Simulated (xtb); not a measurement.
HCu, triplet, from a rough starting geometry (GFN-xTB shapes and energies of metal compounds can be far from the true ones) (the multiplicity is a formal guess); xtb with GFN2-xTB.

Input for xtb:
```
$ xtb mol.xyz --gfn 2 --uhf 2 --opt vtight --json

# file mol.xyz
2

Cu     0.32643812     0.12584899    -0.55755329
H     -0.44536653    -0.10354856     0.58978335
```

The log (banner, timings and long lists left out):

```
   ID    Z sym.   atoms
    1   29 Cu     1
    2    1 H      2

           -------------------------------------------------
          |                Calculation Setup                |
           -------------------------------------------------

           -------------------------------------------------
          |                 G F N 2 - x T B                 |
           -------------------------------------------------

          ...................................................
          :                      SETUP                      :
          :.................................................:
          :  # basis functions                  11          :
          :  # atomic orbitals                  10          :
          :  # shells                            4          :
          :  # electrons                        12          :
          :  max. iterations                   250          :
          :  Hamiltonian                  GFN2-xTB          :
          :  restarted?                      false          :
          :  GBSA solvation                  false          :
          :  PC potential                    false          :
          :  electronic temp.          300.0000000     K    :
          :  accuracy                    1.0000000          :
          :  -> integral cutoff          0.2500000E+02      :
          :  -> integral neglect         0.1000000E-07      :
          :  -> SCF convergence          0.1000000E-05 Eh   :
          :  -> wf. convergence          0.1000000E-03 e    :
          :  Broyden damping             0.4000000          :
          :  net charge                          0          :
          :  unpaired electrons                  2          :
          ...................................................

 iter      E             dE          RMSdq      gap      omega  full diag
   1     -4.1988067 -0.419881E+01  0.148E+01    2.41       0.0  T
   2     -4.2218091 -0.230023E-01  0.131E+01    2.88       1.0  T
   3     -4.2370551 -0.152460E-01  0.784E+00    3.76       1.0  T
   4     -4.2414618 -0.440669E-02  0.203E+00    4.56       1.0  T
   5     -4.2416578 -0.196069E-03  0.119E+00    4.66       1.0  T
   6     -4.2417719 -0.114041E-03  0.228E-01    4.73       1.0  T
   7     -4.2417791 -0.718863E-05  0.753E-02    4.75       1.0  T
   8     -4.2417788  0.269188E-06  0.940E-02    4.75       1.0  T
   9     -4.2417796 -0.807199E-06  0.146E-02    4.74       4.8  T
[...]
         :: total energy              -4.234974095298 Eh    ::
 * total energy  :    -4.2349741 Eh     change       -0.1220357E-11 Eh
 * total energy  :    -4.2374447 Eh     change       -0.2470628E-02 Eh
 * total energy  :    -4.2391805 Eh     change       -0.1735740E-02 Eh
 * total energy  :    -4.2393225 Eh     change       -0.1420448E-03 Eh
 * total energy  :    -4.2393264 Eh     change       -0.3900244E-05 Eh
 * total energy  :    -4.2393273 Eh     change       -0.8663198E-06 Eh
 * total energy  :    -4.2393273 Eh     change       -0.6100986E-10 Eh
   *** GEOMETRY OPTIMIZATION CONVERGED AFTER 7 ITERATIONS ***
         :: total energy              -4.239327274146 Eh    ::
[...]
         4        2.0000           -0.4914287             -13.3725
         5        1.5000           -0.4684727             -12.7478
         6        1.5000           -0.4684727             -12.7478
         7        1.0000           -0.3562661              -9.6945 (HOMO)
         8                         -0.1757460              -4.7823 (LUMO)
         9                         -0.1757460              -4.7823
        10                          0.3726241              10.1396
      -------------------------------------------------------------
                  HL-Gap            0.1805201 Eh            4.9122 eV
             Fermi-level           -0.3672394 Eh           -9.9931 eV

     #   Z          covCN         q      C6AA      α(0)
     1  29 Cu       0.836     0.066   150.651    28.102
     2   1 H        0.836    -0.066     4.546     3.343

 Mol. C6AA /au·bohr⁶  :        205.104599
 Mol. C8AA /au·bohr⁸  :      13968.546900
 Mol. α(0) /au        :         31.445677

Wiberg/Mayer (AO) data.
largest (>0.10) Wiberg bond orders for each atom

 ---------------------------------------------------------------------------
     #   Z sym  total        # sym  WBO       # sym  WBO       # sym  WBO
 ---------------------------------------------------------------------------
     1  29 Cu   0.995 --     2 H    0.995
     2   1 H    0.995 --     1 Cu   0.995
 ---------------------------------------------------------------------------

Topologies differ in total number of bonds
Writing topology from bond orders to xtbtopo.mol

molecular dipole:
                 x           y           z       tot (Debye)
 q only:        0.107       0.032      -0.159
   full:       -0.217      -0.064       0.323       1.001
molecular quadrupole (traceless):
                xx          xy          yy          xz          yz          zz
 q only:       -0.020      -0.002       0.018       0.032      -0.004       0.002
  q+dip:        0.060      -0.055       0.162       0.229       0.094      -0.222
   full:        0.252      -0.628       2.114       3.098       0.947      -2.366

optimized geometry written to: xtbopt.xyz

           -------------------------------------------------
          | TOTAL ENERGY               -4.239327274146 Eh   |
          | GRADIENT NORM               0.000000038804 Eh/α |
          | HOMO-LUMO GAP               4.912202552911 eV   |
           -------------------------------------------------

normal termination of xtb
```
